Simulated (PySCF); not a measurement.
MoF5, SMILES [Mo]([F])([F])([F])([F])[F] (connectivity only; charge and spin as stated), neutral, multiplicity 2.

Geometry: B3LYP-D3(BJ)/def2-SVP. The multiplicity is an assumed one; no other spin state was optimised. The isomer is the one that the SMILES or the coordinates give; other isomers of the formula were not compared. The def2 effective core potentials stand for the cores of Mo; spin–orbit coupling is left out.

The numbers are results of TDA-PBE/def2-SVPD (PySCF 2.14.0), not measurements.

Vertical excitations. Gas-phase values at a fixed geometry.

Computed lowest excited states:
```json
[
 {"state": "root 1", "energy (eV)": "0.27", "λ (nm)": "4567", "f": "0.000", "main pairs": "α HOMO→LUMO 100 %"},
 {"state": "root 2", "energy (eV)": "1.19", "λ (nm)": "1038", "f": "0.000", "main pairs": "α HOMO→LUMO+1 100 %"},
 {"state": "root 3", "energy (eV)": "1.69", "λ (nm)": "733", "f": "0.000", "main pairs": "α HOMO→LUMO+2 100 %"},
 {"state": "root 4", "energy (eV)": "4.12", "λ (nm)": "301", "f": "0.000", "main pairs": "α HOMO→LUMO+3 100 %"},
 {"state": "root 5", "energy (eV)": "4.40", "λ (nm)": "282", "f": "0.000", "main pairs": "α HOMO−1→LUMO 63 %, β HOMO−2→LUMO 34 %"},
 {"state": "root 6", "energy (eV)": "4.52", "λ (nm)": "274", "f": "0.000", "main pairs": "α HOMO−2→LUMO 68 %, β HOMO→LUMO 30 %"},
 {"state": "root 7", "energy (eV)": "4.58", "λ (nm)": "271", "f": "0.001", "main pairs": "α HOMO−4→LUMO 63 %, β HOMO−3→LUMO 35 %"},
 {"state": "root 8", "energy (eV)": "4.66", "λ (nm)": "266", "f": "0.000", "main pairs": "α HOMO−3→LUMO 71 %, β HOMO−1→LUMO 28 %"},
 {"state": "root 9", "energy (eV)": "4.74", "λ (nm)": "261", "f": "0.001", "main pairs": "α HOMO−5→LUMO 83 %, β HOMO−4→LUMO 16 %"},
 {"state": "root 10", "energy (eV)": "4.82", "λ (nm)": "257", "f": "0.003", "main pairs": "α HOMO−2→LUMO 29 %, β HOMO→LUMO 68 %"}
]
```
Unrestricted roots are not spin-pure.
